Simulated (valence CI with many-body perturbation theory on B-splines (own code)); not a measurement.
**Sn+: calculated level list**

Calculated by relativistic CI+MBPT: three valence electrons over a frozen Dirac-Fock core [Kr] 4d10, a basis of 11 s, 11 p, 9 d, 7 f, 5 g, 2 h, 1 i functions for each j, with the one-electron correlation potential Σ1 (screened to all orders), the two-electron term Σ2, the three-electron term Σ3, Breit, model QED; selected single and double excitations, second order for the rest (own B-spline code, finite nucleus).

Against 15 measured levels this calculation errs by 128 cm⁻¹ on average and by 354 at most. These come from a selection out of the NIST Handbook of Basic Atomic Spectroscopic Data. Levels without a partner in it may be off by more.

Levels 1 to 23 of 23, with energies above the lowest level, 5s²5p ²P°_1/2. "Leading %" is the weight of the configuration and term that name the level; weights of strongly mixed levels are sums over their largest components and can fall short. Lifetimes count E1, E2, E3, M1 and M2 decay at the calculated energies, and are blank where another channel may lead or the interval is too uncertain; long ones can be off by a factor of two.

```
No.  Configuration  Term    J  E (cm⁻¹)  Leading %  Lifetime  Second component      g
  1          5s²5p   ²P°  1/2       0.0         96                              0.666
  2          5s²5p   ²P°  3/2      4252         96    1.44 s                    1.334
  3          5s5p²    ⁴P  1/2     46110         96    307 ns                    2.660
  4          5s5p²    ⁴P  3/2     48016         97   2.58 μs                    1.731
  5          5s5p²    ⁴P  5/2     50383         94   1.72 μs                    1.586
  6          5s²6s    ²S  1/2     57104         94   1.17 ns                    2.002
  7          5s5p²    ²D  3/2     58616         54   40.4 ns     40 % 5s²5d ²D  0.805
  8          5s5p²    ²D  5/2     59248         50   27.1 ns     41 % 5s²5d ²D  1.214
  9          5s²5d    ²D  3/2     71427         55    435 ps     37 % 5s5p² ²D  0.808
 10          5s²6p   ²P°  1/2     71547         94   13.1 ns                    0.666
 11          5s²5d    ²D  5/2     72069         53    490 ps     40 % 5s5p² ²D  1.202
 12          5s²6p   ²P°  3/2     72418         94   11.3 ns                    1.334
 13          5s5p²    ²S  1/2     75795         58    503 ps     36 % 5s5p² ²P  1.502
 14          5s5p²    ²P  1/2     80426         58    387 ps     36 % 5s5p² ²S  1.179
 15          5s5p²    ²P  3/2     81905         92    284 ps                    1.323
 16          5s²7s    ²S  1/2     85939         94   2.19 ns                    2.000
 17          4f5s²   ²F°  7/2     89271         94   4.05 ns                    1.143
 18          4f5s²   ²F°  5/2     89277         94   4.03 ns                    0.857
 19          5s²6d    ²D  3/2     90257         93   1.42 ns                    0.800
 20          5s²6d    ²D  5/2     90368         93   1.55 ns                    1.200
 21          5s²7p   ²P°  1/2     91584         94   38.1 ns                    0.666
 22          5s²7p   ²P°  3/2     91940         94   34.3 ns                    1.334
 23          5s²8s    ²S  1/2     98160         95   4.41 ns                    2.002
```

Names give the largest LS component (configuration and term), which can be under half, so a name can repeat, a term be missing and a line seem to break the LS rules; names also repeat where a configuration has a term twice.

The ionisation energy to 5s² ¹S0 of the next ion comes out as 14.623 eV (NIST: 14.6331 eV (measured)). All 23 levels together are meant to be complete up to 98812 cm⁻¹.
